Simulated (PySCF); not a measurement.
# Reading the logs of faulty runs: BC2H8Si cation

All numbers below are calculated, not measured. They come from PySCF 2.14.0, an open-source quantum chemistry program, on an isolated molecule that a program drew, which may never have been made. The molecule is BC2H8Si cation (charge +1, singlet), drawn as the SMILES string `BCC[SiH2+]`.

Each row is a Hartree-Fock (HF) and frozen-core CCSD(T) single point in the cc-pV(D+d)Z basis, meant for a local HF minimum. Run 1 is clean. Each other run has one planted mistake out of seven kinds, and not every kind appears here: one electron removed, one electron added, multiplicity raised by two, geometry at a saddle point, minimal basis STO-3G, one bond length entered in bohr, all coordinates scaled. The reference is restricted for singlets and unrestricted otherwise, and also for a bond in bohr. Adding or removing an electron swaps singlet and doublet. Electrons count all cores. HOMO and LUMO are orbital energies over both spins, the gradient is its largest component, and the lowest frequency (negative if imaginary) is given only where the gradient is small. Bond lengths are over the 11 bonds as drawn. T1 is the CCSD diagnostic: over 0.02 (restricted) or 0.045 (unrestricted) a single reference is doubtful.

Geometry of the clean run:
```xyz
12
BC2H8Si cation, angstrom
B    -3.0077    0.3705   -0.3199
C    -1.4139    0.4936   -0.3497
C    -0.6585   -0.7594    0.2194
Si    1.0953   -0.2879    0.0307
H    -3.5360   -0.6136    0.1045
H    -3.6398    1.2928   -0.7357
H    -1.1653    1.4080    0.2067
H    -1.1422    0.6944   -1.3954
H    -0.9002   -1.6533   -0.3562
H    -0.9205   -0.9294    1.2641
H     1.7898    0.5081    1.0443
H     1.8177   -0.5057   -1.2240
```

| run | electrons | basis functions | <S^2> | HOMO (eV) | LUMO (eV) | gradient (hartree/bohr) | lowest frequency (cm^-1) | mean bond (Å) | longest bond (Å) | T1 | HF (hartree) | CCSD(T) (hartree) | mistake |
|---|---|---|---|---|---|---|---|---|---|---|---|---|---|
| 1 | 38 | 105 | 0.000 | -16.41 | -5.19 | 1.0e-05 | 72 | 1.3354 | 1.826 | 0.0123 | -393.70928 | -394.23251 | no fault |
| 2 | 38 | 105 | 0.831 | -13.75 | -6.37 | 4.9e-02 | - | 1.4830 | 3.450 | 0.0651 | -393.58986 | -394.09977 | one bond length entered in bohr |
| 3 | 38 | 32 | 0.000 | -15.32 | -2.54 | 2.7e-02 | - | 1.3354 | 1.826 | 0.0082 | -389.21845 | -389.45406 | minimal basis STO-3G |
| 4 | 39 | 105 | 0.766 | -6.85 | 2.25 | 4.2e-02 | - | 1.3354 | 1.826 | 0.0108 | -393.93024 | -394.47002 | ? |
| 5 | 38 | 105 | 2.029 | -12.56 | -8.38 | 1.2e-01 | - | 1.3354 | 1.826 | 0.0244 | -393.56844 | -394.09055 | ? |

**Which mistake was planted in run 4, and what did it cost?**

It counts 39 electrons, one more than the clean run, at the same geometry and basis. So the mistake is: one electron added. Subtracting run 1 and multiplying by 627.51 kcal/mol a hartree, the energy moved by -138.7 kcal/mol in HF and -149.0 kcal/mol in CCSD(T).

**Which mistake was planted in run 5, and what did it cost?**

Electrons, basis and geometry are unchanged, and <S^2> is 2.029, beside S(S+1) = 2.00 for a multiplicity of 3. So the mistake is: multiplicity raised by two. Subtracting run 1 and multiplying by 627.51 kcal/mol a hartree, the energy moved by 88.4 kcal/mol in HF and 89.1 kcal/mol in CCSD(T).

Cautions from the logs. Run 2: T1 is over the limit, so its CCSD(T) energy is less reliable.
